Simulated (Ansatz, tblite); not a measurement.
Adding an electron: the cluster Hf₃⁺. Total charge 1; doublet. Geometry: PBE-D4/def2-TZVP. Ansatz, gas phase; energy differences of separate SCF runs; the reduced species is a triplet (the singlet lies 0.55 eV higher at PBE0-D4/def2-TZVP).

Cartesian coordinates in Å:
```
Hf 1.0578 0.9184 0.7251
Hf -0.3194 -1.4357 0.5692
Hf -0.7384 0.5174 -1.2943
```

In the def2 sets Hf takes a core potential; there is no spin–orbit coupling. The xTB rows come from tblite. The structure comes from a short search, and lower isomers may exist.

(1) Estimate orbital energies and vertical electron affinities at: GFN1-xTB; GFN2-xTB; PBE-D4/def2-TZVP; PBE0-D4/def2-TZVP.

## Answers

(1) 
| level | −HOMO (eV) | −LUMO (eV) | vertical EA (eV) | HOMO–LUMO gap (eV) | remarks |
| --- | --- | --- | --- | --- | --- |
| GFN1-xTB | – | – | 7.89 | – | – |
| GFN2-xTB | – | – | 10.28 | – | – |
| PBE-D4/def2-TZVP | 7.86 | 7.47 | 5.34 | 0.39 | – |
| PBE0-D4/def2-TZVP | 8.48 | 6.52 | 5.32 | 1.96 | spin-contaminated (⟨S²⟩ 0.99) (+1 doublet) |

Run but left out: r2SCAN-D4/def2-TZVP (doublet: ⟨S²⟩ 1.53, where a pure state has 0.75).  HOMO and LUMO are the levels of the spin that leaves or enters (xTB has no such levels and no spin-polarisation term). Other spin states of the ions may lie lower, which would lower the ionisation energy or raise the affinity. Raw xTB energy differences between charge states are shifted by several eV; the methods need an empirical correction for them.
